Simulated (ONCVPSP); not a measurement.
# Building the ONCV potential for Mg (PBE, non-relativistic).

ONCVPSP 4.0.1 was run on this input:

```
# ATOM AND REFERENCE CONFIGURATION
# atsym  z   nc   nv     iexc    psfile
  Mg 12.00    1    3        4      upf
#
#   n    l    f
    1    0    2.00
    2    0    2.00
    2    1    6.00
    3    0    1.50
#
# PSEUDOPOTENTIAL AND OPTIMIZATION
# lmax
    2
#
#   l,   rc,      ep,       ncon, nbas, qcut
    0    1.35    0.00    4    8   10.50
    1    0.75    0.00    3    6   17.70
    2    1.40    0.07    5    9    6.60
#
# LOCAL POTENTIAL
# lloc, lpopt,  rc(5),   dvloc0
    4    5    0.55    0.00
#
# VANDERBILT-KLEINMAN-BYLANDER PROJECTORs
# l, nproj, debl
    0    2    2.70
    1    2    1.70
    2    2    1.70
#
# MODEL CORE CHARGE
# icmod, fcfact, rcfact
    1    0.50    0.00
#
# LOG DERIVATIVE ANALYSIS
# epsh1, epsh2, depsh
   -5.00    5.00    0.04
#
# OUTPUT GRID
# rlmax, drl
    6.00    0.01
#
# TEST CONFIGURATIONS
# ncnf
    4
# nvcnf
#   n    l    f
    3
    2    0    2.00
    2    1    6.00
    3    0    2.00
#
    3
    2    0    2.00
    2    1    6.00
    3    0    1.00
#
    3
    2    0    2.00
    2    1    6.00
    3    0    0.00
#
    3
    2    0    2.00
    2    1    5.00
    3    0    2.00
#
```

Command:

```bash
oncvpspnr.x < Mg.dat > Mg.out
```

Output (shortened: citation, most of the input echo, consistency checks and plot data are left out):

```
ONCVPSP  (Optimized Norm-Conservinng Vanderbilt PSeudopotential)
scalar-relativistic version 4.0.1

#   n    l    f        energy (Ha)
    1    0    2.00    -4.6359313E+01
    2    0    2.00    -3.0798513E+00
    2    1    6.00    -1.8708434E+00
    3    0    1.50    -2.9061902E-01

Reference configufation results
  iterations    24
  all-electron total energy (Ha)   -1.99839585D+02

Begin loop to  construct optimized pseudo wave functions
and semi-local pseudopoentials for all angular momenta

Calculating optimized projector #   1

 for l=   0

    Fraction of norm inside rc  0.963223
    Optimizing pswf for qcut=  10.50 a_B^-1,  ecut=  55.10 Ha
    Residual kinetic energy error=  2.95D-09 Ha

    Energy error per electron        Cutoff
         Ha          eV             Ha
         0.01000     0.27211       16.46
         0.00100     0.02721       22.53
         0.00010     0.00272       28.13
         0.00001     0.00027       33.15

Calculating optimized projector #   2

 for l=   0

    Fraction of norm inside rc  0.045268
    Optimizing pswf for qcut=  10.50 a_B^-1,  ecut=  55.10 Ha
    Residual kinetic energy error=  1.33D-08 Ha

    Energy error per electron        Cutoff
         Ha          eV             Ha
         0.01000     0.27211        9.89
         0.00100     0.02721       15.32
         0.00010     0.00272       20.36
         0.00001     0.00027       27.49

WARNING wellstate: negative energy specified for n= 3 l=  1
WARNING scattering state with energy  0.25000000
WARNING will be used for the first projector

   Wellstate for l =  1  n =  3
     eigenvalue =   0.2500
     asymptotic potential =   0.7500
     half-point radius =  2.6380

Calculating optimized projector #   1

 for l=   1

    Fraction of norm inside rc  0.644550
    Optimizing pswf for qcut=  17.70 a_B^-1,  ecut= 156.57 Ha
    Residual kinetic energy error=  3.28D-06 Ha

    Energy error per electron        Cutoff
         Ha          eV             Ha
         0.01000     0.27211       92.61
         0.00100     0.02721      115.10
         0.00010     0.00272      132.73
         0.00001     0.00027      146.77

Calculating optimized projector #   2

 for l=   1

    Fraction of norm inside rc  0.051572
    Optimizing pswf for qcut=  17.70 a_B^-1,  ecut= 156.57 Ha
    Residual kinetic energy error=  6.09D-07 Ha

    Energy error per electron        Cutoff
         Ha          eV             Ha
         0.01000     0.27211       70.59
         0.00100     0.02721       99.01
         0.00010     0.00272      121.61
         0.00001     0.00027      138.99

   Wellstate for l =  2  n =  3
     eigenvalue =   0.0700
     asymptotic potential =   0.5700
     half-point radius =  7.9616

   Wellstate for l =  2  n =  4
     eigenvalue =   1.7700
     asymptotic potential =   2.2700
     half-point radius =  3.1350

Calculating optimized projector #   1

 for l=   2

    Fraction of norm inside rc  0.010035
    Optimizing pswf for qcut=   6.61 a_B^-1,  ecut=  21.86 Ha
    Residual kinetic energy error=  2.52D-05 Ha

    Energy error per electron        Cutoff
         Ha          eV             Ha
         0.01000     0.27211        2.19
         0.00100     0.02721        8.21
         0.00010     0.00272       16.47
         0.00001     0.00027       32.29

Calculating optimized projector #   2

 for l=   2

    Fraction of norm inside rc  0.174720
    Optimizing pswf for qcut=   6.61 a_B^-1,  ecut=  21.86 Ha
    Residual kinetic energy error=  1.54D-03 Ha

    Energy error per electron        Cutoff
         Ha          eV             Ha
         0.01000     0.27211       15.09
         0.00100     0.02721       23.26
         0.00010     0.00272       44.17
         0.00001     0.00027       90.07

Construct Vanderbilt / Kleinmman-Bylander projectors

B matrix Hermiticity error, ll=   0
   1   2    1.2752E-09

  Orthonormal projector coefficients  1.1945E+01  1.2205E+00

B matrix Hermiticity error, ll=   1
   1   2   -1.3657E-09

  Orthonormal projector coefficients -1.1308E+01 -2.6593E+00

B matrix Hermiticity error, ll=   2
   1   2   -5.7326E-10

  Orthonormal projector coefficients -1.7167E+01 -8.4049E+00

Model core correction analysis
  based on d2Exc/dn_idn_j

d2excae - all-electron derivatives

   -6.897893D-02   -6.149753D-02   -2.776270D-03
   -6.146827D-02   -6.413059D-02   -2.704619D-03
   -2.608825D-03   -2.528058D-03   -3.034993D-04

d2excps - pseudofunction derivatives with no core correction

   -6.964929D-02   -6.529054D-02   -2.923533D-03
   -6.526154D-02   -6.627443D-02   -2.860043D-03
   -2.755966D-03   -2.683486D-03   -3.146376D-04

rms 2nd derivative error    1.941163E-03

Polynomial model core charge

d2excps - pseudofunction derivatives with core correction

   -6.420005D-02   -6.406062D-02   -2.586493D-03
   -6.403017D-02   -6.578664D-02   -2.776756D-03
   -2.418976D-03   -2.600190D-03   -2.939466D-04

rms 2nd derivative error    2.076199E-03

Pseudoatom total energy  -63.359475

Diagnostic tests using Vanderbilt-Kleinman-Bylander pseudopotentials
  1 or more projectors used as specified by nproj input data

   l    rcore       rmatch      e in        delta e   norm test  slope test

   0   1.3566920   1.3978841  -3.0798513   0.0000000   1.0000000   1.0000000
   0   1.3566920   1.3978841  -0.2906190   0.0000000   1.0000000   1.0000000

   1   0.7503799   0.7731630  -1.8708434  -0.0000213   0.9999970   0.9999822
   1   0.7503799   0.7731630   0.2500000  -0.0000120   0.9999957   0.9999957

   2   1.4062714   1.4489689   0.0700000   0.0000000   1.0000000   1.0000000
   2   1.4062714   1.4489689   1.7700000   0.0000000   1.0000000   1.0000000

 Testing for bound ghosts
   n   l    E NL Schr. Eq   E Basis Diag.   E Cutoff

   1   0       -3.079851       -3.079848    143.42
   2   0       -0.290619       -0.157839    143.42

   2   1       -1.870865       -1.854322    273.34

   3   2       -0.029580        0.350826    222.41

 Testing for highly-localized positive-energy ghosts
       l    <radius>/rc     E Basis Diag.   E Cutoff

       2        0.822069        6.859181    222.41  WARNING - GHOST(+)

Test configuration 0

   n   l     f        eae           eps        diff
   1   0  2.0000  -46.35931323
   2   0  2.0000   -3.07985132   -3.07985132    0.00D+00
   2   1  6.0000   -1.87084344   -1.87086472   -2.13D-05
   3   0  1.5000   -0.29061902   -0.29061902    0.00D+00

    Total energies and differences
      AE_ref= -1.99839585D+02  AE_tst= -1.99839585D+02  dif=  0.00D+00
      PS_ref= -6.33594746D+01  PS_tst= -6.33594746D+01  dif= -5.04D-11
      PSP excitation error=  5.04D-11

Test configuration 1

   n   l     f        eae           eps        diff
   1   0  2.0000  -46.20079400
   2   0  2.0000   -2.92347738   -2.92336279    1.15D-04
   2   1  6.0000   -1.71456408   -1.71452839    3.57D-05
   3   0  2.0000   -0.17268069   -0.17267887    1.82D-06

    Total energies and differences
      AE_ref= -1.99839585D+02  AE_tst= -1.99954967D+02  dif= -1.15D-01
      PS_ref= -6.33594746D+01  PS_tst= -6.34748555D+01  dif= -1.15D-01
      PSP excitation error= -5.93D-07

Test configuration 2

   n   l     f        eae           eps        diff
   1   0  2.0000  -46.53912108
   2   0  2.0000   -3.25626838   -3.25645197   -1.84D-04
   2   1  6.0000   -2.04710510   -2.04722306   -1.18D-04
   3   0  1.0000   -0.41749983   -0.41750699   -7.16D-06

    Total energies and differences
      AE_ref= -1.99839585D+02  AE_tst= -1.99662860D+02  dif=  1.77D-01
      PS_ref= -6.33594746D+01  PS_tst= -6.31827474D+01  dif=  1.77D-01
      PSP excitation error= -1.58D-06

Test configuration 3

   n   l     f        eae           eps        diff
   1   0  2.0000  -46.95521186
   2   0  2.0000   -3.66182804   -3.66260043   -7.72D-04
   2   1  6.0000   -2.45182997   -2.45233052   -5.01D-04

    Total energies and differences
      AE_ref= -1.99839585D+02  AE_tst= -1.99111589D+02  dif=  7.28D-01
      PS_ref= -6.33594746D+01  PS_tst= -6.26314531D+01  dif=  7.28D-01
      PSP excitation error= -2.49D-05

Test configuration 4

   n   l     f        eae           eps        diff
   1   0  2.0000  -47.35745925
   2   0  2.0000   -3.81217375   -3.81915902   -6.99D-03
   2   1  5.0000   -2.61842587   -2.61184911    6.58D-03
   3   0  2.0000   -0.52122957   -0.52145307   -2.24D-04

    Total energies and differences
      AE_ref= -1.99839585D+02  AE_tst= -1.97801959D+02  dif=  2.04D+00
      PS_ref= -6.33594746D+01  PS_tst= -6.13247567D+01  dif=  2.03D+00
      PSP excitation error=  2.91D-03
```

oncvpspnr.x prints “scalar-relativistic version” in its banner although the run is non-relativistic.

The run took about 2.4 s on one core of a shared server CPU.
